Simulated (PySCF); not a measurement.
**Br (bromine, neutral) across methods**

[Ar] 3d10 4s1 4p5 4d1, one real determinant (an excited configuration). Computed with PySCF 2.14 in aug-cc-pVTZ-PP with one added diffuse shell each of s, d, f type with ECP10MDF (7s5p5d3f, 68 functions), with a scalar-relativistic core potential. The B2PLYP total includes its PT2 part (frozen core); its orbital energies are those of the SCF part.

| method | E (hartree) | mean ε 4p α (eV) | mean ε 4p β (eV) | mean ε 4d α (eV) | Σ⟨r²⟩ (bohr²) | ⟨S²⟩ |
| --- | --- | --- | --- | --- | --- | --- |
| r2SCAN | -415.8474 | -13.797 | -11.545 | -0.427 | 64.20 | 3.756 |
| LDA | -415.3850 | -13.167 | -11.446 | -0.409 | 63.06 | 3.752 |
| UHF | -414.63247 | -19.060 | -14.193 | -1.663 | 66.03 | 3.765 |
| PBE0 | -415.9429 | -14.778 | -12.325 | -0.855 | 63.89 | 3.754 |
| CAM-B3LYP | -415.9485 | -16.023 | -13.686 | -1.379 | 62.94 | 3.753 |
| PBE | -415.9849 | -13.151 | -11.334 | -0.488 | 64.15 | 3.753 |
| r2SCANh | -415.8439 | -14.356 | -11.897 | -0.572 | 63.90 | 3.756 |
| B2PLYP | -415.5821 | -16.254 | -13.113 | -1.088 | 64.52 | 3.757 |

⟨L²⟩ = 7.88 against 12 for a pure F term, so this real determinant mixes terms. Energies and moments cover only the electrons outside the core potential. The outer electron is Rydberg-like, and this basis confines it to a smaller radius and binds it less than a complete one would.
